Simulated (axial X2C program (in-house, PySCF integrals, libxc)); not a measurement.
## Which molecule has these constants?

All values come from calculations with an in-house all-electron X2C program for linear molecules (integrals from PySCF), spin-free (one-electron X2C) or two-component (2c: spin–orbit coupling with atomic mean-field Coulomb and Gaunt terms, which also bring small scalar terms), in Dyall basis sets with cores contracted in-house; open shells are unrestricted.

A two-component PBE0 calculation in a Dyall 3-zeta basis gave Re = 1.609 Å, ωe = 1780.9 cm⁻¹, De = 1.95 eV, Ω = 5/2.

Question: Which molecule is it?
A. ReH⁺
B. MnH⁺
C. TcH⁺

Answer: B. The others have ReH⁺ 1.642 Å and 2083.9 cm⁻¹ (Ω = 5/2); TcH⁺ 1.657 Å and 1908.8 cm⁻¹ (Ω = 5/2).

Each entry is the lowest single determinant of a limited PBE0 search at one distance. De goes to single-determinant-based atoms at the same level (for ions the charge split of lowest energy) and is withheld (n/a) where an atom does not fit its ground term or J level. Main or longest-lived isotopes. One determinant is a doubtful description, or other states lie close, for MnH⁺, ReH⁺, TcH⁺; these need not be ground states, and all values refer to the states named. With several unpaired electrons the Ω given is that of one determinant, not necessarily of the lowest component.
